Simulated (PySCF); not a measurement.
ClGeH3.
SMILES: `[Cl][GeH3]`

Method: PBE0-D3(BJ)/def2-SVP geometry optimisation, gas phase (PySCF 2.14.0).

Take the most abundant isotopes and a rigid rotor. 

Question: What are A, B and C (cm⁻¹)?

Answer: Ia = 6.48, Ib = 118.26, Ic = 118.26 u·Å²; 505379 MHz·u·Å²/I gives 77958, 4274 and 4273 MHz, that is A = 2.60040, B = 0.14255, C = 0.14255 cm⁻¹.

Question: What kind of rotor is it?

Answer: A prolate symmetric top, as the point group C3v requires two equal moments: κ = (2 × 4274 − 77958 − 4273)/(77958 − 4273) = -1.00.

Question: Where do the R-branch lines fall?

Answer: The dipole of 1.96 D lies along the symmetry axis, so ΔK = 0 and J+1 ← J falls at 2B(J+1) for every K: 8.55 GHz, 17.09 GHz, 25.64 GHz, 34.19 GHz, 42.73 GHz for J = 0 to 4.

Question: Estimate the classical rotational partition function at 25 K and 100 K.

Answer: Point group C3v, symmetry number σ = 3; q = (√π/σ)·√((kT/h)³/(ABC)), k/h = 20836.6 MHz/K: 186 at 25 K, 1490 at 100 K.

PBE0-D3(BJ)/def2-SVP frequencies: not computed here. Constants of a rigid frame at the computed geometry: no zero-point averaging, no centrifugal distortion.

Hardware: one thread of an Arm Neoverse N1, shared host with 64 logical CPUs at a one-minute load of 60. Cost: 10 s of wall time, 0.29 GiB resident at most. That covers the optimisation of the geometry.
